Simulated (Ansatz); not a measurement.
`[CH3][Al]([F])[BH]O`, relaxed with RKS PBE0-D4/def2-TZVP in the Gaussian-basis code of Ansatz from a PBE-D4/def2-SVP geometry. The force threshold is 0.005 eV/Å; the program also tests the step.

The species carries charge 0 and has multiplicity 1.

Start:

```xyz
10

C    -0.355   -1.267   -1.556
Al    0.412    0.229   -0.543
F     1.521    1.197   -1.380
B    -0.025    0.719    1.511
O     0.498    1.864    2.030
H     0.002   -1.307   -2.605
H    -0.105   -2.239   -1.075
H    -1.466   -1.211   -1.576
H    -0.729    0.010    2.231
H     0.246    2.005    2.964
```

```csv
step,energy (eV),largest force (eV/Å),largest move (Å)
1,-13151.3547,0.621,0.000
2,-13151.3888,0.391,0.017
3,-13151.3963,0.032,0.019
4 (rejected),-13151.3962,0.041,0.012
5,-13151.3965,0.011,0.006
6,-13151.3966,0.004,0.018
7 (rejected),-13151.3965,0.111,0.106
8,-13151.3968,0.023,0.052
9,-13151.3970,0.044,0.054
10,-13151.3972,0.058,0.020
11,-13151.3974,0.208,0.097
14,-13151.3989,0.038,0.014
17,-13151.4017,0.076,0.013
20,-13151.4037,0.093,0.060
23,-13151.4113,0.038,0.130
26,-13151.4149,0.185,0.025
29,-13151.4188,0.066,0.020
32,-13151.4212,0.094,0.049
35,-13151.4229,0.138,0.098
38 (rejected),-13151.4237,0.087,0.006
41,-13151.4244,0.037,0.080
44,-13151.4248,0.003,0.019
47,-13151.4250,0.016,0.020
50,-13151.4252,0.020,0.026
53,-13151.4252,0.007,0.002
54,-13151.4252,0.003,0.003
```

End:

```xyz
10

C    -0.526   -1.037   -1.568
Al    0.705   -0.056   -0.422
F     2.234    0.185   -1.030
B     0.352    0.720    1.552
O    -0.671    1.597    1.713
H    -0.327   -0.857   -2.628
H    -0.423   -2.116   -1.403
H    -1.570   -0.782   -1.364
H     1.000    0.431    2.532
H    -0.773    1.913    2.617
```

Run time 100 s (4 threads of a server CPU on a shared host); peak host memory 0.45 GiB.
